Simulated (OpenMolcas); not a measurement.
Ni3+ among 4 point charges of -2.5 e arranged as a tetrahedron (Td), 1.82 Å from the ion.

| Property | Result |
| --- | --- |
| Program | OpenMolcas 26.06 |
| Method | SS-CASPT2, IPEA 0.25 Eh, imaginary shift 0.1 Eh (closed shells correlated: 3s 3p) |
| Basis | ANO-RCC-VDZP [5s4p2d1f] |
| Scalar Hamiltonian | DKH2, point nucleus |
| Active space | 7 electrons in 5 orbitals (3d) |
| State averaging | 2S+1 = 4 even, 10 roots; 2S+1 = 2 even, 40 roots |
| Spin-orbit coupling | RASSI with atomic mean-field integrals over the reference wave functions |

Problem. What is the spin-free ground state (labels of Td)?

Solution. 4A2, 1-fold in its orbital part, 100 % from free-ion F terms; it has the highest spin that d7 allows.

Problem. Where is the first state of the same spin?

Solution. 4T2 at 1820 cm-1 above the ground state.

Problem. What are the lowest two levels with spin-orbit coupling?

Solution. A 4-fold level Γ8, then a 4-fold level Γ8 1650 cm-1 above it. Their leading multiplicities are 4 (100 %) and 4 (100 %).

Problem. What is χT at 300 K, and how does it compare with the textbook value?

Solution. The lowest level has 2S+1 = 4, for which the spin-only value is χT = S(S+1) / 2 = 1.875 cm3 K/mol (g = 2). The computed 3.823 at 300 K differs by +1.948, through orbital momentum, spin-orbit coupling and any other state in reach.

Roots that are degenerate in the reference are averaged as groups; the widest CASPT2 spread within a group is 420 cm-1 (the 3-fold group of multiplicity 4 near 3860 cm-1 above the lowest state of its run). Shifts and gaps below about the spread of the groups concerned are not significant. The ground term spreads over less than 5000 cm-1, several times less than with real ligands, so orbital moments are less quenched and χT lies further from the spin-only value than at real sites. Free-ion shares, where given, are those of the reference states; single-state CASPT2 does not remix them. This is an electrostatic model: the charges have no orbitals. No measured value stands beside these numbers.
